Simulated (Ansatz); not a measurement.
`[Cl][Sc]([Cl])[Cl]`, charge 0, multiplicity 1.

Question: Give a relaxed structure at PBE0-D4/def2-TZVP (Ansatz 0.2.0). (Estimate.)

Answer: The calculation gave: 
Cartesian coordinates in Å:
```
Cl 0.677 -1.564 -1.498
Sc 0.001 0.001 0.000
Cl 0.660 -0.143 2.166
Cl -1.338 1.706 -0.667
```
Point group D3h.
